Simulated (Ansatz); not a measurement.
Ansatz (a program for electronic structure) input (RI-MP2/def2-QZVPP):
A basis named .json is the Basis Set Exchange file of that set.

Ansatz 0.2 input:
```yaml
crystal:
  periodic: [false, false, false]
  atoms:
    - {symbol: Ta, position_ang: [0.00000000, 0.00000000, -0.00000000]}
    - {symbol: O, position_ang: [1.24516694, 1.43969551, -0.26807165]}
    - {symbol: H, position_ang: [1.51214917, 2.19052434, 0.26336933]}
    - {symbol: O, position_ang: [1.01004340, -1.02731350, 1.27258225]}
    - {symbol: H, position_ang: [1.78376992, -1.58784098, 1.20469136]}
    - {symbol: O, position_ang: [-0.56596739, -0.02675562, -1.83684276]}
    - {symbol: H, position_ang: [-0.80858093, -0.72689024, -2.44380499]}
    - {symbol: O, position_ang: [-1.68924295, -0.38562639, 0.83233216]}
    - {symbol: H, position_ang: [-2.48733816, 0.12420688, 0.97574430]}
basis:
  gaussian:
    orbitals: def2-QZVPP.json
    fitting: {mean_field: def2-universal-jkfit, correlation: def2-QZVPP-RIFIT.json}
magnetization: {spin_polarized: true, initial_magnetization: 1}
correlation: {method: mp2, electrons: outside_noble_gas}
```

End of the output:

```
integrals: 0.85 GiB planned
607 factors; integrals over basis functions are off by at most 1.3e0 eV
mean field: 1.89 GiB planned
mean field evaluation 1: about -9744.5841 eV, gradient 5.6e1 eV
mean field evaluation 2: about -9748.2246 eV, gradient 4.8e1 eV
mean field evaluation 4: about -9756.1587 eV, gradient 2.5e0 eV
mean field evaluation 8: about -9756.3352 eV, gradient 2.1e-3 eV
mean field evaluation 16: about -9754.3523 eV, gradient 7.2e0 eV
mean field -9756.33515360 eV, -358.5387038133 hartree, gradient 1.2e-6 eV, S^2 0.753518; 2 other end points of the search recorded, 0 dependent functions left out
8 core orbitals not correlated
1040 factors; their error is unknown
reference -9756.33515360 eV, -358.5387038133 hartree; 17, 16 occupied and 404, 405 virtual orbitals, 1040 factors
second order -33.12302287 eV of doubles, -0.00000000 eV of singles
Total energy: -9789.45817646 eV, -359.7559524520 hartree
```

The spin state was set by rule; other spins were not relaxed.
